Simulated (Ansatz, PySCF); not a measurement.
Be(NH2)(NMe2) (C₂H₈BeN₂), SMILES [Be]([N](C)C)[NH2].

Geometry optimised at PBE0-D3(BJ)/def2-SVP. The values are those of a single conformer.

Vertical ionisation energy (IE) and electron affinity (EA) in eV. Rows of orbital energies are one-electron estimates. Where ΔSCF, EOM or ADC give a negative EA the extra electron is unbound and the value depends on the basis.

| level | IE | EA |
|---|---|---|
| −ε(HOMO), −ε(LUMO), CAM-B3LYP/def2-TZVP (PySCF) | 7.40 | -0.55 |
| −ε(HOMO), −ε(LUMO), PBE/def2-TZVP (PySCF) | 4.77 | 0.65 |
| ΔSCF, CAM-B3LYP/def2-SVPD (Ansatz), final states of multiplicity 2 and 2 | [?] | [?] |
| ΔSCF, PBE/def2-SVPD (Ansatz), final states of multiplicity 2 and 2 | 7.98 | -0.94 |

Complete the blanks. (An estimate is asked for; the answer gives what the named calculation found.)


- ΔSCF, CAM-B3LYP/def2-SVPD (Ansatz, a program for electronic structure), final states of multiplicity 2 and 2, IE: 8.21
- ΔSCF, CAM-B3LYP/def2-SVPD (Ansatz), final states of multiplicity 2 and 2, EA: -1.12

What vertical singlet–triplet gap does ΔSCF give with CAM-B3LYP/def2-SVPD (Ansatz) and with PBE/def2-SVPD (Ansatz)? (Estimate from the structure and the level; the computed values follow.)

5.17 and 4.66 eV (triplet above singlet where positive).
